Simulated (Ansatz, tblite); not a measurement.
Removing and adding an electron: Cd4H14Se4. Charge 0, multiplicity 1. Geometry: PBE-D4/def2-SVP, loosely relaxed. Ansatz, gas phase; energy differences of separate SCF runs; the oxidised species was run as a doublet alone; the reduced species was run as a doublet alone.

```tsv
atom	x (Å)	y (Å)	z (Å)
Cd1	-2.088	-1.686	1.608
Se2	0.945	-2.123	0.654
Cd3	-2.030	2.596	-1.961
Se4	-1.491	-0.550	-1.069
Se5	1.079	0.627	-2.914
Cd6	2.486	0.413	-0.311
Cd7	-1.646	1.321	1.004
Se8	1.016	2.060	1.066
H9	-2.798	-3.212	1.546
H10	1.810	-1.271	3.711
H11	0.795	-3.018	-0.520
H12	2.072	-2.939	1.201
H13	-3.602	2.346	-2.536
H14	-0.421	3.028	-1.555
H15	-2.919	-0.731	-1.428
H16	1.333	-0.810	-3.218
H17	2.367	0.989	-3.590
H18	4.009	-0.252	-0.666
H19	-1.592	-0.134	2.370
H20	-2.808	2.588	0.936
H21	2.077	-0.675	3.304
H22	1.403	1.434	2.367
```

In the def2 sets Cd takes a core potential; there is no spin–orbit coupling. The xTB rows come from tblite. Single mean-field runs in def2-TZVP are fitted with def2-universal-jkfit. HOMO above LUMO, or a gap near zero within one spin, warns that the state may not be the lowest or that an electron is smeared out. In the singlet geometry the species has come apart into loosely held pieces. In the singlet, H10 and H21 lie 0.77 Å apart (atoms count from 1), so H2 has formed as a molecule. In the doublet geometry the species has come apart into loosely held pieces.

(1) Estimate orbital energies and vertical ionisation energies and electron affinities at: GFN1-xTB; GFN2-xTB; PBE-D4/def2-TZVP; PBE0-D4/def2-TZVP.

Results:

(1) 
| level | −HOMO (eV) | vertical IE (eV) | −LUMO (eV) | vertical EA (eV) | HOMO–LUMO gap (eV) | IE − EA (eV) | remarks |
| --- | --- | --- | --- | --- | --- | --- | --- |
| GFN1-xTB | 9.36 | 11.68 | 5.82 | 3.86 | 3.54 | 7.82 | loose geometry (+1 doublet), loose geometry (-1 doublet), loose geometry (singlet) |
| GFN2-xTB | 10.13 | 12.29 | 7.54 | 5.43 | 2.59 | 6.86 | loose geometry (+1 doublet), loose geometry (-1 doublet), loose geometry (singlet) |
| PBE-D4/def2-TZVP | 5.87 | 7.86 | 2.03 | 0.40 | 3.84 | 7.46 | HOMO above zero (-1 doublet), gap within one spin near zero (+1 doublet), gap within one spin near zero (-1 doublet), loose geometry (+1 doublet), loose geometry (-1 doublet), loose geometry (singlet) |
| PBE0-D4/def2-TZVP | 6.89 | 8.29 | 1.21 | 0.07 | 5.68 | 8.22 | HOMO above zero (-1 doublet), loose geometry (+1 doublet), loose geometry (-1 doublet), loose geometry (singlet) |

   A HOMO above zero means that the electron is unbound at that level or that self-interaction error raises the level; the energy of removing that electron tells which. Raw xTB energy differences between charge states are shifted by several eV; the methods need an empirical correction for them. Sets without diffuse functions give affinities that are too small.
